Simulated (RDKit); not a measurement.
RDKit input (UFF):

```python
from rdkit import Chem
from rdkit.Chem import AllChem, rdDetermineBonds

mol = Chem.MolFromXYZFile('mol.xyz')
rdDetermineBonds.DetermineBonds(mol, charge=0)
print('SMILES', Chem.MolToSmiles(Chem.RemoveHs(mol)))
ff = AllChem.UFFGetMoleculeForceField(mol)
e0 = ff.CalcEnergy()
flag = ff.Minimize(maxIts=5000, forceTol=1e-5)
print(f'energy {e0:.4f} -> {ff.CalcEnergy():.4f} kcal/mol, converged: {flag == 0}')
print(Chem.MolToXYZBlock(mol))
```
mol.xyz:
```
5

F      0.02353500    -0.07973500     1.90817600
Ge     0.00231100    -0.00782900     0.18735800
Cl    -1.66397700    -1.14159700    -0.48233700
Cl     1.82873700    -0.83526000    -0.51261500
Cl    -0.18157000     2.03380700    -0.36793300
```

Output:

```
SMILES [F][Ge]([Cl])([Cl])[Cl]
energy 1.7801 -> 0.0000 kcal/mol, converged: True
5

F      0.024452   -0.082845    1.982674
Ge     0.002816   -0.009540    0.228316
Cl    -1.678514   -1.149832   -0.521061
Cl     1.843819   -0.840897   -0.551591
Cl    -0.183536    2.052500   -0.405689
```

The geometry given is a B3LYP-D3(BJ)/def2-TZVP minimum.
